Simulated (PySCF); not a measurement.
PySCF input for C₄H₇BF₂, SMILES CB(F)/C=C(/C)F, TDA-PBE/def2-SVPD. Geometry: B3LYP-D3(BJ)/def2-SVP. The structure was generated by enumeration; whether it is a known compound was not checked. Other conformers were not sampled.

```python
import numpy as np
from pyscf import gto, scf, dft, tdscf

mol = gto.M(
    atom='''
    C     2.60936366   -0.84332652    0.65522972
    B     1.32307858   -0.10815650    0.12954939
    F     1.51187541    1.01632638   -0.57468578
    C    -0.11842911   -0.61678266    0.38411005
    C    -1.26295539   -0.04278319   -0.03127256
    C    -2.66273838   -0.50377614    0.19580377
    F    -1.23749185    1.09058245   -0.74598636
    H     3.20395959   -0.15661277    1.28426336
    H     2.40377156   -1.75586910    1.23361482
    H     3.26202856   -1.10934216   -0.19591003
    H    -0.25582585   -1.53715715    0.95954560
    H    -2.69003123   -1.43206532    0.77984967
    H    -3.23408466    0.27681348    0.72551666
    H    -3.16610758   -0.66715276   -0.77180361
    ''',
    basis='def2-SVPD',
    charge=0,
    spin=0,
    max_memory=1600,
    verbose=4,
)
mf = dft.RKS(mol, xc='pbe').density_fit(auxbasis='def2-universal-jkfit')
mf.grids.level = 3
mf.conv_tol = 1e-9
mf.max_cycle = 100
mf.kernel()
mf.grids = dft.Grids(mol).set(level=1).build(with_non0tab=True)  # coarser grid for the response kernel
td = tdscf.TDA(mf)
td.singlet = True
td.nstates = 6
td.conv_tol = 1e-4
td.positive_eig_threshold = 1e-6
td.kernel(x0=td.get_init_guess(mf, 11))
td.analyze()
tt = tdscf.TDA(mf)
tt.singlet = False
tt.nstates = 2
tt.conv_tol = 1e-4
tt.positive_eig_threshold = 1e-6
tt.kernel(x0=tt.get_init_guess(mf, 7))
tt.analyze(verbose=3)
```

Log of the run:

```
PySCF version 2.14.0

[INPUT] verbose = 4
[INPUT] num. atoms = 14
[INPUT] num. electrons = 54
[INPUT] charge = 0
[INPUT] spin (= nelec alpha-beta = 2S) = 0
[INPUT] symmetry False subgroup None
[INPUT] Mole.unit = angstrom
[INPUT] Symbol           X                Y                Z      unit          X                Y                Z       unit  Magmom
[INPUT]  1 C      2.609363660000  -0.843326520000   0.655229720000 AA    4.930982676793  -1.593656156383   1.238204719475 Bohr   0.0
[INPUT]  2 B      1.323078580000  -0.108156500000   0.129549390000 AA    2.500256157478  -0.204386163592   0.244812866704 Bohr   0.0
[INPUT]  3 F      1.511875410000   1.016326380000  -0.574685780000 AA    2.857030459365   1.920578511371  -1.085998731882 Bohr   0.0
[INPUT]  4 C     -0.118429110000  -0.616782660000   0.384110050000 AA   -0.223798583076  -1.165550305781   0.725862796193 Bohr   0.0
[INPUT]  5 C     -1.262955390000  -0.042783190000  -0.031272560000 AA   -2.386639794643  -0.080848511835  -0.059096573614 Bohr   0.0
[INPUT]  6 C     -2.662738380000  -0.503776140000   0.195803770000 AA   -5.031846279568  -0.951998932691   0.370015499457 Bohr   0.0
[INPUT]  7 F     -1.237491850000   1.090582450000  -0.745986360000 AA   -2.338520677881   2.060902146757  -1.409709913061 Bohr   0.0
[INPUT]  8 H      3.203959590000  -0.156612770000   1.284263360000 AA    6.054606139274  -0.295955242909   2.426906022214 Bohr   0.0
[INPUT]  9 H      2.403771560000  -1.755869100000   1.233614820000 AA    4.542469914419  -3.318111709587   2.331194153005 Bohr   0.0
[INPUT] 10 H      3.262028560000  -1.109342160000  -0.195910030000 AA    6.164340588909  -2.096352860833  -0.370216301755 Bohr   0.0
[INPUT] 11 H     -0.255825850000  -1.537157150000   0.959545600000 AA   -0.483440792084  -2.904806023917   1.813278388031 Bohr   0.0
[INPUT] 12 H     -2.690031230000  -1.432065320000   0.779849670000 AA   -5.083422291227  -2.706211247288   1.473702294632 Bohr   0.0
[INPUT] 13 H     -3.234084660000   0.276813480000   0.725516660000 AA   -6.111534271057   0.523101664788   1.371027786209 Bohr   0.0
[INPUT] 14 H     -3.166107580000  -0.667152760000  -0.771803610000 AA   -5.983076207109  -1.260735999648  -1.458497444851 Bohr   0.0

nuclear repulsion = 280.678031126313
number of shells = 86
number of NR pGTOs = 286
number of NR cGTOs = 202
basis = def2-SVPD
ecp = {}


[settings echo left out]
init E= -380.899117002888
  HOMO = -0.307983203632866  LUMO = -0.129042275350531  gap/eV = 4.86923
cycle= 1 E= -380.391100043345  delta_E= 0.508  |g|= 0.779  |ddm|= 6.97
  HOMO = -0.144702488923455  LUMO = -0.0394566455655316  gap/eV = 2.86389
cycle= 2 E= -380.060102702291  delta_E= 0.331  |g|= 1.43  |ddm|= 2.72
  HOMO = -0.228760399331835  LUMO = -0.0698292770832052  gap/eV = 4.32474
cycle= 3 E= -380.505162134554  delta_E= -0.445  |g|= 0.297  |ddm|= 2.14
  HOMO = -0.243558197863969  LUMO = -0.082934641174162  gap/eV = 4.37079
cycle= 4 E= -380.529484612513  delta_E= -0.0243  |g|= 0.0668  |ddm|= 0.639
  HOMO = -0.244823226239005  LUMO = -0.0838161166417608  gap/eV = 4.38123
cycle= 5 E= -380.530006761042  delta_E= -0.000522  |g|= 0.0516  |ddm|= 0.157
  HOMO = -0.24250468293305  LUMO = -0.08266187531494  gap/eV = 4.34954
cycle= 6 E= -380.530569031899  delta_E= -0.000562  |g|= 0.00521  |ddm|= 0.06
  HOMO = -0.242313290019213  LUMO = -0.0823502830504865  gap/eV = 4.35282
cycle= 7 E= -380.530575779608  delta_E= -6.75e-06  |g|= 0.00153  |ddm|= 0.0112
  HOMO = -0.242483329435393  LUMO = -0.0825039305280884  gap/eV = 4.35326
cycle= 8 E= -380.530576329539  delta_E= -5.5e-07  |g|= 0.000481  |ddm|= 0.00313
  HOMO = -0.242469762756883  LUMO = -0.0824998699706119  gap/eV = 4.35300
cycle= 9 E= -380.530576367868  delta_E= -3.83e-08  |g|= 0.000228  |ddm|= 0.00113
  HOMO = -0.242462980651629  LUMO = -0.0824920709607206  gap/eV = 4.35303
cycle= 10 E= -380.530576377833  delta_E= -9.97e-09  |g|= 4.48e-05  |ddm|= 0.000332
  HOMO = -0.242469378137121  LUMO = -0.0824945648496094  gap/eV = 4.35314
cycle= 11 E= -380.530576378005  delta_E= -1.72e-10  |g|= 3.66e-05  |ddm|= 0.000147
  HOMO = -0.242466350553558  LUMO = -0.0824939520180363  gap/eV = 4.35307
cycle= 12 E= -380.530576378325  delta_E= -3.2e-10  |g|= 2.97e-06  |ddm|= 5.66e-05
  HOMO = -0.24246617255145  LUMO = -0.0824934947924039  gap/eV = 4.35308
Extra cycle  E= -380.530576378317  delta_E= 7.96e-12  |g|= 5.95e-06  |ddm|= 2.01e-05
converged SCF energy = -380.530576378317
tot grids = 53808
Overwritten attributes  positive_eig_threshold  of <class 'pyscf.tdscf.rks.TDA'>


******** <class 'pyscf.tdscf.rks.TDA'> for <class 'pyscf.df.df_jk.DFRKS'> ********
nstates = 6 singlet
deg_eia_thresh = 1.000e-03
wfnsym = None
conv_tol = 0.0001
eigh lindep = 1e-12
eigh level_shift = 0
eigh max_cycle = 100


Excitation energies (eV)
[5.13085458 5.97421834 6.3617068  6.76984616 6.99759425 7.00699343]

** Singlet excitation energies and oscillator strengths **
Excited State   1:      5.13085 eV    241.64 nm  f=0.0013
      26 -> 28        0.70580
Excited State   2:      5.97422 eV    207.53 nm  f=0.6177
      27 -> 28       -0.65919
      27 -> 32       -0.16682
Excited State   3:      6.36171 eV    194.89 nm  f=0.0072
      27 -> 29       -0.70655
Excited State   4:      6.76985 eV    183.14 nm  f=0.0002
      25 -> 28        0.70537
Excited State   5:      6.99759 eV    177.18 nm  f=0.0018
      27 -> 30       -0.70591
Excited State   6:      7.00699 eV    176.94 nm  f=0.0005
      22 -> 28        0.12103
      24 -> 28        0.69420

** Transition electric dipole moments (AU) **
state          X           Y           Z        Dip. S.      Osc.
  1         0.0058     -0.0553     -0.0862      0.0105      0.0013
  2         2.0287     -0.2233      0.2349      4.2205      0.6177
  3         0.0144     -0.1158     -0.1813      0.0465      0.0072
  4        -0.0008     -0.0181     -0.0282      0.0011      0.0002
  5        -0.0061      0.0549      0.0868      0.0106      0.0018
  6        -0.0002      0.0305      0.0464      0.0031      0.0005

** Transition velocity dipole moments (imaginary part, AU) **
state          X           Y           Z        Dip. S.      Osc.
  1         0.0005     -0.0048     -0.0075      0.0001      0.0003
  2         0.2176      0.0177     -0.0009      0.0477      0.1447
  3         0.0016     -0.0127     -0.0202      0.0006      0.0016
  4        -0.0003      0.0008      0.0011      0.0000      0.0000
  5        -0.0016      0.0165      0.0261      0.0010      0.0025
  6        -0.0005      0.0110      0.0177      0.0004      0.0011

** Transition magnetic dipole moments (imaginary part, AU) **
state          X           Y           Z
  1        -0.2029     -0.2543      0.1518
  2         0.0087     -0.0981     -0.1565
  3        -0.3302     -0.1623      0.0871
  4         0.1566      0.5855     -0.3624
  5         0.0221     -0.4742      0.2998
  6        -0.0887      0.0669     -0.0446


******** <class 'pyscf.tdscf.rks.TDA'> for <class 'pyscf.df.df_jk.DFRKS'> ********
nstates = 2 triplet
deg_eia_thresh = 1.000e-03
wfnsym = None
conv_tol = 0.0001
eigh lindep = 1e-12
eigh level_shift = 0
eigh max_cycle = 100


Excitation energies (eV)
[3.71753362 4.78954426]

** Triplet excitation energies and oscillator strengths **
Excited State   1:      3.71753 eV    333.51 nm  f=0.0000
Excited State   2:      4.78954 eV    258.86 nm  f=0.0000
```

The calculation finished and met its thresholds.

Cost: about 110 core-seconds (a rough figure).
